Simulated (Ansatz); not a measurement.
Relaxation of Cl3FH3OTa (9 atoms, charge 0, multiplicity 1), to a largest force component of 0.03 eV/Å in at most 50 steps.

The calculation used RKS PBE-D4/def2-SVP in Ansatz 0.2.0.

```xyz
9
Properties=species:S:1:pos:R:3
Ta -0.113 -0.074 0.206
Cl 2.245 -0.664 0.373
Cl -0.202 -0.191 2.548
F 0.322 0.496 -1.545
Cl -1.656 1.671 0.288
O -1.069 -1.618 -0.208
H -1.513 -2.299 0.333
H 1.417 2.454 0.710
H 1.833 1.860 0.685
```

Question: Where does it end, and by what steps?

Answer: The forces met the threshold. After 10 steps the energy has fallen by 0.135 eV; H8 moved furthest, 0.43 Å.

| step | energy less start (eV) | largest force component (eV/Å) | accepted |
| --- | --- | --- | --- |
| 0 | 0.0000 | 1.478 | yes |
| 1 | -0.1031 | 0.414 | yes |
| 2 | -0.1181 | 0.128 | yes |
| 3 | -0.1230 | 0.087 | yes |
| 4 | -0.1262 | 0.100 | yes |
| 5 | -0.1285 | 0.117 | yes |
| 6 | -0.1316 | 0.108 | yes |
| 7 | -0.1321 | 0.170 | yes |
| 8 | -0.1341 | 0.070 | yes |
| 9 | -0.1341 | 0.156 | yes |
| 10 | -0.1350 | 0.014 | yes |

```xyz
9
Properties=species:S:1:pos:R:3
Ta 0.010 -0.017 0.234
Cl 2.200 -0.875 0.334
Cl -0.044 -0.053 2.583
F 0.450 0.599 -1.505
Cl -1.596 1.705 0.286
O -1.007 -1.519 -0.166
H -1.506 -2.222 0.285
H 1.058 2.226 0.664
H 1.700 1.790 0.673
```

Whether the end is a true minimum wasn't checked by a vibrational analysis.

Time of the run: 22 s on 4 threads of Arm Neoverse V2, on a shared host, peak memory 0.2 GiB.
